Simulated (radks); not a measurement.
Effect of the nuclear size on the arsenic ion As6+, [Ar] 3d9. All-electron calculation, Dirac Kohn-Sham, LDA (Slater exchange, Perdew-Wang correlation), spin-unpolarised, spherical densities, finite nucleus; open shells are shared between the two j in proportion to 2j + 1; Fermi nuclear charge, rms radius 4.0968 fm. Program: a radial shooting solver on a logarithmic mesh with Libxc functionals. The rms radius is varied about that value; shifts are against it.

| rms radius (fm) | total energy shift (eV) | density at nucleus (e/bohr^3) | 1s1/2 shift (meV) | 2s1/2 shift (meV) | 3s1/2 shift (meV) | 3p1/2 shift (meV) | 3d5/2 shift (meV) | 4s1/2 (empty) shift (meV) |
|---|---|---|---|---|---|---|---|---|
| 3.6625 | -0.0792 | 3.562e+04 | -33.7 | -3.33 | -0.530 | 0.036 | 0.023 | -0.093 |
| 3.8879 | -0.0391 | 3.547e+04 | -16.7 | -1.64 | -0.262 | 0.018 | 0.011 | -0.046 |
| 4.0968 | 0 | 3.535e+04 | 0.000 | 0.000 | 0.000 | 0.000 | 0.000 | 0.000 |
| 4.2484 | 0.0296 | 3.526e+04 | 12.6 | 1.24 | 0.198 | -0.013 | -0.009 | 0.035 |
| 5.0923 | 0.213 | 3.484e+04 | 90.5 | 8.93 | 1.42 | -0.095 | -0.062 | 0.250 |

Slopes of the eigenvalues against <r^2> in GHz/fm^2, as finite differences over the two radii next to the reference (eigenvalue slopes, not the field-shift constants of lines): 1s1/2 2410, 2s1/2 238, 3s1/2 37.9, 3p1/2 -2.54, 4s1/2 (empty) 6.67.
